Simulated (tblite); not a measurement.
`C[S@](=O)c1coc([SiH3])c1`. The geometry is computed with GFN2-xTB (gas phase).

```
atom  x, y, z in Å
C1    -2.6625   -1.2813    0.0161
S2    -2.4800    0.3715    0.8386
O3    -3.1525    1.3316   -0.0350
C4    -0.7291    0.5125    0.4380
C5    -0.2033    1.3055   -0.5402
O6     1.1286    1.2089   -0.5540
C7     1.4971    0.3493    0.4297
Si8    3.3341    0.0377    0.6419
C9     0.3763   -0.1029    1.0726
H10   -3.7075   -1.5661    0.0826
H11   -2.3678   -1.1946   -1.0238
H12   -2.0409   -1.9973    0.5407
H13   -0.6829    1.9499   -1.2493
H14    3.4849   -0.8459    1.7970
H15    4.0034    1.3193    0.8614
H16    3.8497   -0.5984   -0.5716
H17    0.3455   -0.7876    1.8950
```

Problem. What is the repulsion energy of the bare nuclei, Σ ZA·ZB/RAB?

Solution. 598.33 Eh over 136 pairs, with full nuclear charges and distances in bohr; the largest single term is 46.33 Eh (S2 with O3).

Problem. Work out the bond lengths C1–S2, C1–H11, C1–H12, S2=O3, S2–C4, C5–H13 in Å.

Solution. For C1–S2 the difference vector is (0.1825, 1.6528, 0.8225) Å, of length 1.8551 Å. C1–S2 1.855; C1–H11 1.084; C1–H12 1.084; S2=O3 1.462; S2–C4 1.802; C5–H13 1.071 Å.

Problem. Where is the centre of mass (commonest isotopes), and what is the radius of gyration?

Solution. Mass 160.001 u; centre at (-0.226, 0.370, 0.342) Å; Rg = √(Σ m r²/M) = 2.518 Å. As Ia + Ib + Ic = 2 Σ m r², the three principal moments sum to 2028.6 u·Å².

Problem. Give the dihedral angles C5–O6–C7–Si8, C4–C5–O6–C7, H11–C1–S2–O3, H11–C1–S2–C4, C9–C4–C5–O6, C9–C7–Si8–H16.

Solution. C5–O6–C7–Si8 180° (antiperiplanar); C4–C5–O6–C7 0° (synperiplanar); H11–C1–S2–O3 49° (synclinal); H11–C1–S2–C4 -58° (synclinal); C9–C4–C5–O6 1° (synperiplanar); C9–C7–Si8–H16 117° (anticlinal). Dihedral signs follow IUPAC: positive where, seen along the central bond, the front bond turns clockwise onto the rear one.

Problem. What are the angles O6–C5–H13, C4–C5–H13, O6–C7–C9, O6–C7–Si8?

Solution. From the scalar product of the two bond vectors; for O6–C5–H13 it is -0.6912 Å² over 1.3355 × 1.0715 Å², cos θ = -0.4831. O6–C5–H13 118.9°; C4–C5–H13 130.6°; O6–C7–C9 109.1°; O6–C7–Si8 117.0°.

Problem. How far apart are these pairs, which share no bond: C4···H17, C7···H12, C7···H13, C7···H17, Si8···H10, H11···H16, H12···H13?

Solution. C4···H17 2.229 Å (2 bonds apart); C7···H12 4.247 Å (5 bonds apart); C7···H13 3.183 Å (3 bonds apart); C7···H17 2.183 Å (2 bonds apart); Si8···H10 7.244 Å (6 bonds apart); H11···H16 6.262 Å (7 bonds apart); H12···H13 4.542 Å (5 bonds apart).

Problem. Write the matrix of distances between heavy atoms (Å, lower triangle).

Solution. 
```
C1    0.000
S2    1.855  0.000
O3    2.659  1.462  0.000
C4    2.671  1.802  2.601  0.000
C5    3.612  2.821  2.992  1.365  0.000
O6    4.571  3.958  4.314  2.218  1.335  0.000
C7    4.487  3.998  4.775  2.232  2.179  1.357  0.000
Si8   6.172  5.827  6.649  4.096  3.939  2.769  1.875  0.000
C9    3.426  2.905  3.967  1.415  2.218  2.221  1.369  2.992  0.000
```

Its GFN2-xTB frequencies are all real (lowest 35 cm⁻¹). One conformer, not necessarily the lowest. 2 starts were optimised and ended at 0.00 and 1.14 kcal/mol (GFN2-xTB); the lowest of these is shown.
